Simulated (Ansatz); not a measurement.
Start from `C[N](C)[Zr]([F])([F])[F]` and change one atom or group to get `[F][Zr]([F])([F])[Br]`.

Ansatz, PBE0-D4/def2-TZVP geometries, multiplicity 1. Each molecule was computed in one conformer, which needn't be the lowest.

Elements past krypton have def2 core potentials. Scalar relativity is left out up to krypton. Spin–orbit coupling is left out; it splits and shifts lone-pair levels of the heavy atoms by tenths of an eV.

```json
{"property": "size of the dipole moment (PBE/def2-TZVPP) / D", "`C[N](C)[Zr]([F])([F])[F]`": "2.81"}
{"property": "LUMO energy (PBE/def2-TZVPP) / eV", "`C[N](C)[Zr]([F])([F])[F]`": "-1.78"}
{"property": "size of the dipole moment (ωB97M-V/def2-TZVPP) / D", "`C[N](C)[Zr]([F])([F])[F]`": "2.72"}
{"property": "HOMO–LUMO gap (PBE0/def2-TZVPP) / eV", "`C[N](C)[Zr]([F])([F])[F]`": "6.22"}
{"property": "LUMO energy (B3LYP/def2-TZVPP) / eV", "`C[N](C)[Zr]([F])([F])[F]`": "-1.12"}
{"property": "HOMO–LUMO gap (PBE/def2-TZVPP) / eV", "`C[N](C)[Zr]([F])([F])[F]`": "3.99"}
```

Task: Give the same properties after the change, and the shifts. (Estimate.)

Result: Ansatz gave: 
```tsv
property	`[F][Zr]([F])([F])[Br]`	shift
size of the dipole moment (PBE/def2-TZVPP) / D	0.12	-2.69
LUMO energy (PBE/def2-TZVPP) / eV	-2.65	-0.87
size of the dipole moment (ωB97M-V/def2-TZVPP) / D	0.22	-2.50
HOMO–LUMO gap (PBE0/def2-TZVPP) / eV	7.42	1.20
LUMO energy (B3LYP/def2-TZVPP) / eV	-2.07	-0.95
HOMO–LUMO gap (PBE/def2-TZVPP) / eV	5.27	1.28
```

With PBE0 the HOMO falls by 2.18 eV and the LUMO falls by 0.98 eV, so the gap widens by about 1.20 eV. PBE moves the HOMO by -2.16 eV and ωB97M-V by -2.12 eV. Dipoles are sizes alone; their direction can turn.

B3LYP here is the variant with VWN-RPA as its local correlation; programs differ in this.
